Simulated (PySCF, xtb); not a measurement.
CH5AlFNO, SMILES C[NH][Al]([OH])[F].

GFN2-xTB (xtb 6.7.1) at its own geometry gives an orbital gap of 3.18 eV and a dipole moment of 2.51 D.

Coordinates come from a r2SCAN-D4/def2-SVP optimisation. The structure was generated by enumeration; whether it is a known compound was not checked. The values are those of a single conformer.

### Question
What does PBE/def2-TZVP (PySCF) give? (Estimate from the structure and the level; the computed values follow.)

### Answer
gap 4.29 eV (levels -5.52 and -1.22 eV), dipole 0.86 D.
